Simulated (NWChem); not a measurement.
System: SiH₂O₂BrF; SMILES O[Si](O)(F)Br

Input file for NWChem:

```
start job
memory heap 200 mb stack 900 mb global 1100 mb
geometry units angstroms noautosym nocenter noautoz
  O      1.519071     1.248282     0.488863
  Si     0.028308     0.786146     0.019012
  O     -0.298426     1.464378    -1.435254
  F     -1.093229     1.262326     1.075343
  Br    -0.048182    -1.405455    -0.006010
  H      1.804252     2.124538     0.209513
  H     -1.181990     1.363967    -1.801945
end
basis spherical
  * library def2-svpd
end
dft
  xc pbe0
  iterations 150
end
property
  response 1 0.0
end
task dft property
```

NWChem printed, in part:

```
             Northwest Computational Chemistry Package (NWChem) 7.3.0
             --------------------------------------------------------

                             Geometry "geometry" -> ""
                             -------------------------

 Output coordinates in angstroms (scale by  1.889725989 to convert to a.u.)

  No.       Tag          Charge          X              Y              Z
 ---- ---------------- ---------- -------------- -------------- --------------
    1 O                    8.0000     1.51907100     1.24828200     0.48886300
    2 Si                  14.0000     0.02830800     0.78614600     0.01901200
    3 O                    8.0000    -0.29842600     1.46437800    -1.43525400
    4 F                    9.0000    -1.09322900     1.26232600     1.07534300
    5 Br                  35.0000    -0.04818200    -1.40545500    -0.00601000
    6 H                    1.0000     1.80425200     2.12453800     0.20951300
    7 H                    1.0000    -1.18199000     1.36396700    -1.80194500

 Effective nuclear repulsion energy (a.u.)     452.9052025033

                              NWChem Property Module
                              ----------------------

                                 NWChem DFT Module
                                 -----------------

 Summary of "ao basis" -> "ao basis" (spherical)
 ------------------------------------------------------------------------------
       Tag                 Description            Shells   Functions and Types
 ---------------- ------------------------------  ------  ---------------------
 O                         def2-svpd                 9       23   4s3p2d
 Si                        def2-svpd                10       24   5s3p2d
 F                         def2-svpd                 9       23   4s3p2d
 Br                        def2-svpd                15       41   6s5p4d
 H                         def2-svpd                 4        8   2s2p

            General Information
            -------------------
          SCF calculation type: DFT
          Wavefunction type:  closed shell.
          No. of atoms     :     7
          No. of electrons :    76
           Alpha electrons :    38
            Beta electrons :    38
          Charge           :     0
          Spin multiplicity:     1
          Use of symmetry is: off; symmetry adaption is: off
          Maximum number of iterations: 150
          AO basis - number of functions:   150
                     number of shells:    60
          Convergence on energy requested:  1.00D-06
          Convergence on density requested:  1.00D-05
          Convergence on gradient requested:  5.00D-04

              XC Information
              --------------
                         PBE0 Method XC Functional
                     Hartree-Fock (Exact) Exchange  0.250
          PerdewBurkeErnzerhof Exchange Functional  0.750
            Perdew 1991 LDA Correlation Functional  1.000 local
           PerdewBurkeErnz. Correlation Functional  1.000 non-local

             Grid Information
             ----------------
          Grid used for XC integration:  medium
          Radial quadrature: Mura-Knowles
          Angular quadrature: Lebedev.
          Tag              B.-S. Rad. Rad. Pts. Rad. Cut. Ang. Pts.
          ---              ---------- --------- --------- ---------
          O                   0.60       49          12.0       434
          Si                  1.10       88          11.0       590
          F                   0.50       49          12.0       434
          Br                  1.15      112          12.0       590
          H                   0.35       45          13.0       434
          Grid pruning is: on
          Number of quadrature shells:   437
          Spatial weights used:  Erf1

      Superposition of Atomic Density Guess
      -------------------------------------

 Sum of atomic energies:       -3110.51151906

      Non-variational initial energy
      ------------------------------

 Total energy =   -3111.888662
 1-e energy   =   -5230.817945
 2-e energy   =    1666.024080
 HOMO         =      -0.415211
 LUMO         =       0.005571

   convergence    iter        energy       DeltaE   RMS-Dens  Diis-err
 ---------------- ----- ----------------- --------- --------- ---------
 d= 0,ls=0.0,diis     1  -3113.9905766356 -3.57D+03  1.55D-02  1.18D+00
 d= 0,ls=0.0,diis     2  -3113.9428466346  4.77D-02  7.01D-03  1.85D+00
 d= 0,ls=0.0,diis     3  -3114.1100251044 -1.67D-01  8.35D-04  2.29D-02
 d= 0,ls=0.0,diis     4  -3114.1116911638 -1.67D-03  4.09D-04  2.73D-03
 d= 0,ls=0.0,diis     5  -3114.1119610294 -2.70D-04  1.01D-04  2.02D-04
  Resetting Diis
 d= 0,ls=0.0,diis     6  -3114.1119876615 -2.66D-05  1.15D-05  3.05D-06
 d= 0,ls=0.0,diis     7  -3114.1119878393 -1.78D-07  1.14D-05  1.39D-06
 d= 0,ls=0.0,diis     8  -3114.1119876633  1.76D-07  6.91D-06  3.45D-06

         Total DFT energy =    -3114.111987663298
      One electron energy =    -5233.393979263933
           Coulomb energy =     1806.475181533177
    Exchange-Corr. energy =     -140.098392435842
 Nuclear repulsion energy =      452.905202503299

 Numeric. integr. density =       75.999998182837

                       DFT Final Molecular Orbital Analysis
                       ------------------------------------

 Vector   36  Occ=2.000000D+00  E=-3.799852D-01
              MO Center=  6.9D-01,  1.2D+00, -1.7D-01, r^2= 2.6D+00
   Bfn.  Coefficient  Atom+Function         Bfn.  Coefficient  Atom+Function
  ----- ------------  ---------------      ----- ------------  ---------------
     7      0.372677  1 O  pz                10      0.264842  1 O  pz
    53     -0.232701  3 O  py                 5     -0.227404  1 O  px
    54     -0.218421  3 O  pz                 6      0.192421  1 O  py
    52      0.185254  3 O  px                56     -0.164604  3 O  py
     8     -0.151405  1 O  px                57     -0.151896  3 O  pz

 Vector   37  Occ=2.000000D+00  E=-3.296617D-01
              MO Center= -3.0D-02, -1.2D+00, -3.0D-02, r^2= 2.1D+00
   Bfn.  Coefficient  Atom+Function         Bfn.  Coefficient  Atom+Function
  ----- ------------  ---------------      ----- ------------  ---------------
   109      0.509296  5 Br px               106      0.471513  5 Br px
   103     -0.310320  5 Br px               111      0.235678  5 Br pz
   108      0.220409  5 Br pz               105     -0.144922  5 Br pz
    53     -0.119862  3 O  py                35      0.107670  2 Si px
   100      0.100759  5 Br px                 6      0.087763  1 O  py

 Vector   38  Occ=2.000000D+00  E=-3.271381D-01
              MO Center= -5.0D-02, -1.1D+00, -4.0D-02, r^2= 2.2D+00
   Bfn.  Coefficient  Atom+Function         Bfn.  Coefficient  Atom+Function
  ----- ------------  ---------------      ----- ------------  ---------------
   111      0.506588  5 Br pz               108      0.467843  5 Br pz
   105     -0.307767  5 Br pz               109     -0.249433  5 Br px
   106     -0.227606  5 Br px               103      0.149835  5 Br px
    53     -0.140454  3 O  py                56     -0.103863  3 O  py
    76     -0.102840  4 F  py               102      0.099923  5 Br pz

 Vector   39  Occ=0.000000D+00  E=-1.824786D-02
              MO Center=  3.8D-02,  8.5D-01, -4.6D-01, r^2= 9.5D+00
   Bfn.  Coefficient  Atom+Function         Bfn.  Coefficient  Atom+Function
  ----- ------------  ---------------      ----- ------------  ---------------
    28      2.910790  2 Si s                 27      1.412170  2 Si s
    51     -1.319882  3 O  s                  4     -1.118548  1 O  s
    74     -0.607783  4 F  s                 60     -0.528731  3 O  pz
    11      0.522840  1 O  px               113     -0.452390  5 Br py
    99     -0.413792  5 Br s                 26      0.303791  2 Si s

 Vector   40  Occ=0.000000D+00  E= 2.031229D-02
              MO Center= -3.1D-01,  1.0D+00, -9.5D-01, r^2= 9.2D+00
   Bfn.  Coefficient  Atom+Function         Bfn.  Coefficient  Atom+Function
  ----- ------------  ---------------      ----- ------------  ---------------
     4      0.962341  1 O  s                 58     -0.780582  3 O  px
    11     -0.615279  1 O  px                28     -0.551048  2 Si s
    60     -0.536366  3 O  pz               144     -0.523981  7 H  s
    51      0.488517  3 O  s                 12     -0.429226  1 O  py
    27     -0.407343  2 Si s                 35     -0.358437  2 Si px

 Vector   41  Occ=0.000000D+00  E= 2.836391D-02
              MO Center=  4.9D-01, -5.4D-01, -4.0D-02, r^2= 1.2D+01
   Bfn.  Coefficient  Atom+Function         Bfn.  Coefficient  Atom+Function
  ----- ------------  ---------------      ----- ------------  ---------------
    51      1.023077  3 O  s                113     -1.009751  5 Br py
    12     -0.668685  1 O  py                11     -0.436811  1 O  px
   136      0.399354  6 H  s                 59     -0.342091  3 O  py
    60      0.302100  3 O  pz                99     -0.294813  5 Br s
    35     -0.281335  2 Si px                97     -0.266544  5 Br s

     Multipole analysis of the density
     ---------------------------------

[...]

 DFT Linear Response polarizability / au
 Frequency  =       0.0000000 / au
              X              Y              Z
 -----------------------------------------------
 X      47.9022694      1.3860662      1.5472719
 Y       1.3860693     60.3114541     -1.3433227
 Z       1.5472727     -1.3433283     47.0352567
 -----------------------------------------------
 Eigenvalues =      49.0686936     60.5664543     45.6138323
 Isotropic   =      51.7496601
 Anisotropic =      13.5594150
 -----------------------------------------------

 Magnetic Dipole Response Matrix (nonzero elements):

 Exiting AOResponse driver routine
```

Level: PBE0/def2-SVPD. The geometry was optimised at PBE0/def2-SVP.
